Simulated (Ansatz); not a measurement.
Geometry optimisation, RKS B3LYP-D4/def2-SVP in Ansatz.

The input (input.yaml):

```yaml
crystal:
  periodic: [false, false, false]
  atoms:
    - { symbol: Sn, position_ang: [0.0, 0.0, 0.0] }
    - { symbol: C, position_ang: [0.0, 0.0, 2.5] }
    - { symbol: H, position_ang: [-0.9996, -0.3092, 2.8705] }
    - { symbol: H, position_ang: [0.7676, -0.7111, 2.8705] }
    - { symbol: H, position_ang: [0.232, 1.0203, 2.8705] }
    - { symbol: H, position_ang: [1.6408, 0.0, -0.5794] }
    - { symbol: H, position_ang: [-0.8195, 1.4198, -0.5794] }
    - { symbol: H, position_ang: [-0.8195, -1.4198, -0.5794] }
    - { symbol: H, position_ang: [1.0699, 1.6134, 0.6433] }
    - { symbol: H, position_ang: [0.8382, 1.2641, 1.6686] }
basis:
  gaussian: { orbitals: def2-SVP }
hamiltonian:
  xc: b3lyp
  dispersion: d4
relax:
  f_tol: 0.15
  max_steps: 25
  restrain:
    - { distance: [0, 8], at: 2.94, k: 30.0 }
    - { distance: [9, 1], at: 2.31, k: 30.0 }
    - { distance: [0, 1], at: 2.15, k: 30.0 }
    - { distance: [9, 8], at: 0.66, k: 30.0 }
```

Command:

```bash
$ ansatz run input.yaml --threads 2 --pin off --max-ram 3072MiB --backend cpu --events-out ev --progress --plain --runs-dir out
```

Task: Where does it end, and by what steps?

Result: The run converged. The restraints hold the end off the free minimum. After 11 steps the energy has fallen by 2.754 eV (the restraints' own energy left out); H9 moved furthest, 0.81 Å. Joined: H9–H10 (1.11 → 0.72 Å).

```tsv
step	energy less start (eV)	largest force component (eV/Å)	accepted
0	0.0000	4.251	yes
1	-1.3007	2.120	yes
2	-1.7034	3.236	yes
3	-2.1893	1.878	yes
4	-2.4719	1.350	yes
5	-2.6315	0.979	yes
6	-2.7226	0.932	yes
7	-2.7399	1.321	yes
8	-2.7357	1.425	no
9	-2.7457	1.366	yes
10	-2.7503	1.338	yes
11	-2.7541	1.328	yes
```

```xyz
10
Properties=species:S:1:pos:R:3
Sn -0.150 -0.140 0.115
C -0.091 -0.049 2.269
H -0.762 -0.811 2.693
H 0.928 -0.242 2.633
H -0.422 0.938 2.620
H 1.430 -0.330 -0.537
H -0.850 1.294 -0.526
H -1.106 -1.487 -0.380
H 1.602 2.011 1.107
H 1.331 1.693 1.690
```

Time of the run: 11 s on 2 threads of AMD EPYC 9R45 96-Core Processor (Zen 5), with other jobs on the host, peak memory 0.18 GiB.
